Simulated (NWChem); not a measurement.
Species: BeSiH₄O; SMILES [BeH][O][SiH3]

```xyz
7

Be     0.0000     0.0000    -2.1127
H      0.0000     0.0000    -3.4412
O      0.0000     0.0000    -0.7049
Si     0.0000     0.0000     0.9405
H     -1.2773    -0.5628     1.4547
H      0.1512     1.3875     1.4547
H      1.1260    -0.8247     1.4547
```
Atoms are numbered in this order, from 1.

Results from NWChem. Medium grid unless said otherwise, to which SCAN and Minnesota functionals are sensitive. Geometry: optimised at B3LYP/6-31G* (spherical d). Hybrids' shares of exact exchange are those that their runs print; pure functionals count as 0. The functionals differ in more than this share.

```csv
row,share of exact exchange,orbital gap (eV)
PBE/def2-SVP,0.00,7.06
MN15-L/def2-SVP,0.00,7.90
TPSSh/def2-SVP,0.10,withheld
B3LYP/def2-SVP,0.20,8.83
B3PW91/def2-SVP,0.20,9.01
MN15/def2-SVP,0.44,10.57
```

Q: Fit a straight line of the last column on the one before it, predict the withheld value, and compare with the run.

A: 
1. Means of the 5 shown rows: x = 0.168, y = 8.674. Slope Σ(x − x̄)(y − ȳ)/Σ(x − x̄)² = 0.9326/0.1325 = 7.040; intercept 7.491.
2. The shown rows scatter about the line by 0.272 (root mean square); the largest residual is -0.43, at PBE/def2-SVP.
3. At x = 0.10 (TPSSh/def2-SVP; inside the shown range) the line gives 8.20.
4. The run gives 8.34, +0.14 from the line, 0.5 times the scatter.
